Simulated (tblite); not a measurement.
Calculated harmonic vibrations of the isolated species, GFN2-xTB (tblite), most abundant isotopes, no scaling. The method is semi-empirical: single wavenumbers can be off by several per cent or more. Modes of hydrogen on silicon and sulfur can be 10 to 20 % off. One conformer each. Thermal functions are those of the rigid rotor and harmonic oscillator, without mixing of conformers.

Question: Order these by their ideal-gas entropy at 200 K and 1 bar, highest first (J/(mol K)).
A. `CO[SiH2]/C=C\C#N`
B. `FC(F)(C)[Si@H](C=C)S`
C. `C=C([SiH3])OCC#N`
D. `N#C[SiH2]OC1CC1`
E. `CO[C@H](CO)CC#N`

Answer: B (390.4), A (354.4), E (350.4), C (344.9), D (336.6).

```
              SMILES  atoms  mass (u)  symmetry number  modes under 300 cm⁻¹  ZPE (kJ/mol)  S translation (J/(mol K))  S rotation  S vibration      S     Cp
C=C[Si@H](S)C(C)(F)F     16    154.01                1                     9         281.2                      163.4       119.3        107.7  390.4  136.8
    CO[SiH2]/C=C\C#N     14    113.03                1                     7         256.9                      159.5       113.7         81.1  354.4  109.1
     CO[C@H](CO)CC#N     17    115.06                1                     6         357.1                      159.7       115.5         75.1  350.4  110.8
    C=C([SiH3])OCC#N     14    113.03                1                     6         248.5                      159.5       115.0         70.4  344.9  107.6
     N#C[SiH2]OC1CC1     14    113.03                1                     5         262.7                      159.5       113.1         64.0  336.6   98.1
```

Entropies and Cp are for 200 K and 1 bar.
